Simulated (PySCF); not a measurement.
Ionisation energy of Ru by level of theory

Ru [Kr] 4d7 5s1 (5F) → Ru⁺ [Kr] 4d7 (4F), as a difference of total energies. Calculation: PySCF 2.14, in cc-pVTZ-PP with ECP28MDF (5s5p4d2f1g, 63 functions); a scalar-relativistic core potential. Correlated levels: valence: 4s2 4p6 frozen. The calculations carry no spin-orbit coupling.

```json
{"method": "UHF", "ionisation energy (eV)": "6.291"}
{"method": "MN15", "ionisation energy (eV)": "7.621"}
{"method": "TPSS", "ionisation energy (eV)": "7.641"}
{"method": "MP2 (valence)", "ionisation energy (eV)": "7.100"}
{"method": "SCS-MP2 (valence)", "ionisation energy (eV)": "6.843"}
```

Problem. How much does correlation contribute at MP2 (valence)?

Solution. 7.100 − (6.291) = 0.809 eV, measured against UHF.

Errors of the correlated levels include the incompleteness of this basis and the frozen core.

For comparison: 7.365 eV (measured; NIST levels, between the centres of gravity of the two terms).
